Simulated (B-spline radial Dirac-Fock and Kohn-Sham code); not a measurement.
# Auger decay of the M4 hole in Sn⁴⁺

System: tin as Sn⁴⁺, configuration [Kr] 4d10, inside a Watson sphere of charge -4 and radius 2.7 Å (a model of the Madelung potential; inside it an electron's potential energy is raised by 21.3 eV).

The computed values come from an atomic code on a B-spline grid: independent-particle rates on relativistic LDA orbitals of the hole state (multipoles up to L = 3, Coulomb Auger matrix elements, transition energies from Dirac-Fock). Kinetic energies are configuration averages from the vacuum level; the two-hole energies are estimated from single-hole states.

```tsv
transition	kinetic energy (eV)	width (meV)	share (%)
M4-N1N2	194.9	4.46	0.9
M4-N1N3	202.7	4.25	0.8
M4-N2N3	245.2	9.12	1.8
M4-N1N4	273.1	63.7	12.6
M4-N1N5	274.3	10.1	2.0
M4-N2N5	318.0	4.18	0.8
M4-N2N4	318.9	48.6	9.6
M4-N3N4	324.8	108	21.5
M4-N4N4	396.7	78.0	15.5
M4-N4N5	397.5	161	32.1
```

The listed channels hold 98 % of the non-radiative rate. Summed by principal shells, of 0.504 eV in all: MNN 100.0 %.
